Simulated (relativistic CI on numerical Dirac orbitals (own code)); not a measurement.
Level scheme of Hf5+

These numbers are calculated, not measured: Dirac-Coulomb-Breit CI, orbitals from a KLI potential per configuration, model QED, valence Slater integrals scaled by 0.9, configuration energies shifted to the measured levels that pair with them (semi-empirical) (own radial code, finite nucleus).

CI space (outside the closed core [Kr] 4d10): 4f¹³5s²5p⁶, 4f¹⁴5s²5p⁵, 4f¹²5s²5p⁶5d, 4f¹²5s²5p⁶6s, 4f¹³5s²5p⁵5d, 4f¹¹5s²5p⁶5d², 4f¹³5s²5p⁴5d², 4f¹⁴5s²5p⁴5d, 4f¹³5s²5p⁵5f, 4f¹³5s5p⁶5d, 4f¹²5s²5p⁶6p, 4f¹³5s²5p⁵5g, 4f¹³5s²5p⁵6s, 4f¹⁴5s5p⁶, 4f¹²5s²5p⁶6d, 4f¹³5s²5p⁵6p, 4f¹²5s²5p⁶5f, 4f¹²5s²5p⁶7s, 4f¹⁴5s²5p⁴5f, 4f¹²5s²5p⁵5d6p, 4f¹²5s²5p⁶7p, 4f¹⁴5s²5p⁴6s, 4f¹³5p⁶5d², 4f¹³5s5p⁶5f, 4f¹³5s²5p⁴5d6s, 4f¹³5s5p⁶5g, 4f¹⁴5s5p⁵6s, 4f¹⁴5s5p⁵5d, 4f¹¹5s²5p⁶6p², 4f¹⁴5s²5p⁴5g. Levels of other configurations are missing.

| No. | Configuration | Term | J | E (eV) | % | Next component (%) | Landé g |
| --- | --- | --- | --- | --- | --- | --- | --- |
| 41 | 4f¹²5s²5p⁶5d | ⁴H | 7/2 | 30.4480 | 35 | 30 ²F | 0.950 |
| 42 | 4f¹²5s²5p⁶5d | ⁴I | 13/2 | 30.4662 | 57 | 29 ²I | 1.097 |
| 43 | 4f¹²5s²5p⁶5d | ⁴D | 1/2 | 30.5206 | 75 | 15 ²P | 0.322 |
| 44 | 4f¹²5s²5p⁶5d | ⁴F | 5/2 | 30.6252 | 44 | 36 ²D | 1.037 |
| 45 | 4f¹²5s²5p⁶5d | ⁴G | 5/2 | 30.7331 | 36 | 29 ⁴P | 1.047 |
| 46 | 4f¹²5s²5p⁶5d | ⁴H | 9/2 | 30.7541 | 40 | 21 ²G | 1.025 |
| 47 | 4f¹²5s²5p⁶5d | ⁴F | 7/2 | 30.7807 | 33 | 29 ²F | 1.107 |
| 48 | 4f¹²5s²5p⁶5d | ⁴H | 13/2 | 30.8498 | 43 | 36 ²K | 1.076 |
| 49 | 4f¹²5s²5p⁶5d | ⁴F | 3/2 | 30.8510 | 37 | 34 ²P | 0.880 |
| 50 | 4f¹²5s²5p⁶5d | ²H | 11/2 | 30.9377 | 34 | 25 ⁴G | 1.053 |
| 51 | 4f¹²5s²5p⁶5d | ⁴F | 9/2 | 30.9432 | 26 | 21 ²H | 1.068 |
| 52 | 4f¹²5s²5p⁶5d | ²F | 5/2 | 31.0500 | 35 | 34 ⁴D | 1.095 |
| 53 | 4f¹²5s²5p⁶5d | ²G | 7/2 | 31.0975 | 57 | 24 ²F | 0.944 |
| 54 | 4f¹²5s²5p⁶5d | ²F | 7/2 | 31.3067 | 35 | 24 ⁴F | 1.062 |
| 55 | 4f¹²5s²5p⁶5d | ²H | 9/2 | 31.3190 | 34 | 24 ⁴G | 1.028 |
| 56 | 4f¹²5s²5p⁶5d | ⁴P | 3/2 | 31.3509 | 77 | 9 ⁴D | 1.573 |
| 57 | 4f¹²5s²5p⁶5d | ²I | 11/2 | 31.3756 | 62 | 15 ⁴H | 0.947 |
| 58 | 4f¹²5s²5p⁶5d | ²G | 7/2 | 31.4249 | 29 | 29 ²F | 0.970 |
| 59 | 4f¹²5s²5p⁶5d | ⁴P | 1/2 | 31.4496 | 30 | 29 ²P | 1.433 |
| 60 | 4f¹²5s²5p⁶5d | ²P | 3/2 | 31.5131 | 30 | 28 ²D | 0.940 |
| 61 | 4f¹²5s²5p⁶5d | ²H | 9/2 | 31.6337 | 41 | 24 ⁴I | 0.932 |
| 62 | 4f¹²5s²5p⁶5d | ²P | 1/2 | 31.6433 | 50 | 47 ⁴P | 1.601 |
| 63 | 4f¹²5s²5p⁶5d | ²D | 5/2 | 31.6682 | 49 | 19 ²F | 1.045 |
| 64 | 4f¹²5s²5p⁶5d | ⁴H | 11/2 | 31.6854 | 54 | 41 ²H | 1.107 |
| 65 | 4f¹²5s²5p⁶5d | ²D | 5/2 | 31.8234 | 45 | 28 ²F | 1.075 |
| 66 | 4f¹²5s²5p⁶5d | ²H | 9/2 | 31.8891 | 55 | 26 ²G | 0.969 |
| 67 | 4f¹²5s²5p⁶5d | ²G | 7/2 | 31.8892 | 55 | 31 ²F | 0.976 |
| 68 | 4f¹²5s²5p⁶5d | ²G | 7/2 | 32.2346 | 38 | 32 ⁴H | 0.879 |
| 69 | 4f¹²5s²5p⁶5d | ²I | 13/2 | 32.2745 | 52 | 21 ²K | 1.055 |
| 70 | 4f¹²5s²5p⁶5d | ²F | 5/2 | 32.3028 | 36 | 24 ²D | 1.007 |
| 71 | 4f¹²5s²5p⁶5d | ²D | 3/2 | 32.4448 | 58 | 23 ⁴F | 0.805 |
| 72 | 4f¹²5s²5p⁶5d | ²G | 9/2 | 32.4633 | 40 | 23 ²H | 1.000 |
| 73 | 4f¹²5s²5p⁶5d | ²H | 11/2 | 32.5643 | 36 | 34 ²I | 1.011 |
| 74 | 4f¹²5s²5p⁶5d | ²P | 1/2 | 32.7038 | 44 | 44 ⁴D | 0.573 |
| 75 | 4f¹²5s²5p⁶5d | ⁴D | 3/2 | 32.8275 | 46 | 39 ²D | 1.051 |
| 76 | 4f¹²5s²5p⁶5d | ²F | 5/2 | 32.8276 | 72 | 9 ²D | 0.926 |
| 77 | 4f¹²5s²5p⁶5d | ²L | 15/2 | 32.8481 | 97 | 3 ²K | 0.944 |
| 78 | 4f¹²5s²5p⁶5d | ²G | 7/2 | 32.8975 | 29 | 24 ⁴D | 1.112 |
| 79 | 4f¹²5s²5p⁶5d | ²G | 9/2 | 33.0676 | 83 | 7 ²H | 1.092 |
| 80 | 4f¹²5s²5p⁶5d | ²G | 7/2 | 33.4270 | 29 | 24 ²F | 1.056 |
| 81 | 4f¹²5s²5p⁶5d | ²D | 3/2 | 33.5647 | 46 | 21 ²P | 1.044 |
| 82 | 4f¹²5s²5p⁶5d | ⁴D | 5/2 | 33.6085 | 28 | 28 ²F | 1.125 |
| 83 | 4f¹²5s²5p⁶5d | ²L | 17/2 | 33.7124 | 99 | 1 ⁴K | 1.059 |
| 84 | 4f¹²5s²5p⁶5d | ⁴P | 1/2 | 33.7142 | 32 | 30 ²S | 1.527 |
| 85 | 4f¹²5s²5p⁶5d | ⁴F | 9/2 | 33.8599 | 41 | 34 ²G | 1.163 |
| 86 | 4f¹²5s²5p⁶5d | ²G | 7/2 | 33.8645 | 87 | 8 4f¹³5s²5p⁵5d ²G | 0.899 |
| 87 | 4f¹²5s²5p⁶5d | ²H | 11/2 | 34.0163 | 74 | 24 ²I | 1.050 |
| 88 | 4f¹²5s²5p⁶5d | ⁴F | 3/2 | 34.1354 | 28 | 26 ²D | 0.946 |
| 89 | 4f¹²5s²5p⁶5d | ²D | 5/2 | 34.1671 | 41 | 34 ⁴D | 1.191 |
| 90 | 4f¹²5s²5p⁶5d | ²P | 1/2 | 34.3291 | 54 | 24 ⁴D | 0.830 |
| 91 | 4f¹²5s²5p⁶5d | ²K | 13/2 | 34.4121 | 60 | 38 ²I | 0.990 |
| 92 | 4f¹²5s²5p⁶5d | ⁴F | 3/2 | 34.4152 | 54 | 13 ⁴D | 0.803 |
| 93 | 4f¹²5s²5p⁶5d | ⁴F | 5/2 | 34.5191 | 62 | 22 ²D | 1.052 |
| 94 | 4f¹²5s²5p⁶5d | ²F | 7/2 | 34.5559 | 38 | 24 4f¹³5s²5p⁵5d ⁴D | 1.256 |
| 95 | 4f¹²5s²5p⁶5d | ²H | 9/2 | 34.5854 | 93 | 5 ²G | 0.920 |
| 96 | 4f¹³5s²5p⁵5d‡ | ⁴D | 7/2 | 34.8598 | 37 | 17 4f¹²5s²5p⁶5d ⁴F | 1.254 |
| 97 | 4f¹²5s²5p⁶5d | ²D | 5/2 | 34.9059 | 50 | 21 ⁴F | 1.154 |
| 98 | 4f¹²5s²5p⁶5d | ²I | 11/2 | 35.0420 | 71 | 23 ²H | 0.967 |
| 99 | 4f¹²5s²5p⁶5d | ⁴F | 7/2 | 35.0797 | 41 | 19 ⁴D | 1.198 |
| 100 | 4f¹²5s²5p⁶5d | ⁴P | 1/2 | 35.1329 | 61 | 20 ²P | 2.101 |
| 101 | 4f¹²5s²5p⁶5d | ²P | 3/2 | 35.1797 | 40 | 35 ⁴P | 1.353 |
| 102 | 4f¹²5s²5p⁶5d | ²I | 13/2 | 35.1971 | 55 | 38 ²K | 1.022 |
| 103 | 4f¹²5s²5p⁶5d | ²K | 15/2 | 35.2514 | 97 | 2 ²L | 1.064 |
| 104 | 4f¹²5s²5p⁶5d | ⁴P | 5/2 | 35.3917 | 38 | 28 4f¹³5s²5p⁵5d ⁴P | 1.449 |
| 105 | 4f¹³5s²5p⁵5d‡ | ²G | 7/2 | 35.4460 | 34 | 26 ⁴G | 1.075 |
| 106 | 4f¹²5s²5p⁶5d | ²D | 3/2 | 35.4622 | 46 | 28 ²P | 0.982 |
| 107 | 4f¹³5s²5p⁵5d‡ | ⁴G | 9/2 | 35.5141 | 43 | 23 ⁴F | 1.166 |
| 108 | 4f¹²5s²5p⁶5d | ²F | 7/2 | 35.5411 | 65 | 18 ⁴F | 1.141 |
| 109 | 4f¹²5s²5p⁶5d | ²F | 5/2 | 35.5821 | 56 | 11 4f¹³5s²5p⁵5d ⁴D | 1.043 |
| 110 | 4f¹²5s²5p⁶5d | ⁴P | 5/2 | 35.6808 | 24 | 21 ²F | 1.213 |

Energies count from the lowest computed level. ‡ marks configurations that were not tied to measured data.

The mean weight of the leading LS term, summed over parents, in these 70 levels is 49 %, and that of the leading jj configuration (from the same eigenvectors) 57 %.

Configurations whose levels could be paired with our table of measured levels were shifted onto them, all but the ground configuration, by the median error of their levels; single terms can still be off by 1,000 to 2,000 cm⁻¹ or more, and rates follow the energies as ν³ (E1, M1) or ν⁵ (E2). The others borrow a shift and can be off by several thousand cm⁻¹ or more. Levels and lines within the n = 5 or 6 shells can be off by up to 10 % or somewhat more, and those that change n by about 2 %, since core polarisation is missing. 6 of the 49 excited levels that our extract of the measured tables holds in this range could be paired (the sources list more); they are missed by 277 cm⁻¹ on average and 618 at most, after the shifts were fitted to these levels, and levels without a partner can miss by more. Levels that differ in their count of f electrons can be misplaced by several ten thousand cm⁻¹, since the correlation energy of f electrons is missing or only estimated; rates across such gaps can be off by orders of magnitude.

LS names give the leading component of a level, which can be under half, so a name can repeat, a term be missing and a line seem to break the LS rules.
